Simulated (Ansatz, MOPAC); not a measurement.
Species: CH3BF (charge 0, doublet). SMILES: F[B]C

Atoms: B1, F2, C3, H4, H5, H6. Bonds: B1-F2, B1-C3, C3-H4, C3-H5, C3-H6.

Bond lengths (Å) and angles (degrees) optimised at PM3 with MOPAC; MNDO with MOPAC; HF/6-31G* with Ansatz (an electronic-structure program); PBE/6-31G* with Ansatz, each started from the B3LYP-D3(BJ)/def2-TZVP structure (Ansatz) of the last column. A row stands for all coordinates that are equal there; 8 of 12 kinds are shown. 6-31G* holds six Cartesian d functions. No wavenumbers were computed at MNDO, PBE/6-31G*, so these may be saddle points.

| coordinate | PM3 | MNDO | HF/6-31G* | PBE/6-31G* | B3LYP-D3(BJ)/def2-TZVP |
|---|---|---|---|---|---|
| B1-F2 | 1.301 | 1.279 | 1.311 | 1.329 | 1.315 |
| B1-C3 | 1.488 | 1.560 | 1.575 | 1.571 | 1.558 |
| C3-H4 | 1.100 | 1.108 | 1.083 | 1.102 | 1.089 |
| C3-H5 | 1.097 | 1.108 | 1.089 | 1.106 | 1.095 |
| C3-H6 | 1.100 | 1.108 | 1.089 | 1.108 | 1.097 |
| F2-B1-C3 | 137.0 | 131.5 | 121.2 | 123.0 | 123.1 |
| B1-C3-H4 | 108.1 | 108.2 | 113.5 | 112.2 | 113.1 |
| B1-C3-H5 | 115.8 | 113.2 | 109.6 | 113.0 | 111.7 |

Mean signed difference of all 5 bond lengths from B3LYP-D3(BJ)/def2-TZVP: PM3 -0.014 Å, MNDO 0.002 Å, HF/6-31G* -0.001 Å, PBE/6-31G* 0.012 Å.
